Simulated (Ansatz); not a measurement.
`[SiH3][CH2][GaH2]` + `N=C1C[SiH2]1` → `[SiH3]/N=C1\C[SiH2]1` + `[CH3][GaH2]`  (ligand exchange at the Si–C bond)

Gas-phase electronic energies from Ansatz, PBE0-D4/def2-TZVP geometries. CCSD(T)/CBS adds triple-zeta CCSD(T) − MP2 to the extrapolated MP2 energy (def2 sets, frozen cores). DFT in def2-TZVPP. For Ga outer-core shells are correlated without core-valence functions, which leaves a few kJ/mol of doubt a bond. Scalar relativity is left out up to krypton. One conformer a species, not always the lowest.

Q: Is it downhill or uphill in electronic energy at CCSD(T)/CBS, and by how much? (Estimate.)

A: Ansatz gave: Downhill: ΔE = -23.1 kJ/mol.

Q: What do these levels give: r2SCAN-D4, ωB97M-V, B2PLYP, PBE, CCSD(T)/def2-TZVPP, HF/CBS(def2)? (Best estimate.)

A: Ansatz gave: r2SCAN-D4 -26.6, ωB97M-V -24.9, B2PLYP -29.3, PBE -22.3, CCSD(T)/def2-TZVPP -23.1, HF/CBS(def2) -32.5 kJ/mol.

Largest T1 diagnostic among the species: 0.014.

In def2-TZVPP, CCSD(T) changes the Hartree–Fock value by +8.7 kJ/mol (the triples alone add −0.1 kJ/mol) and MP2 by +5.0 kJ/mol.
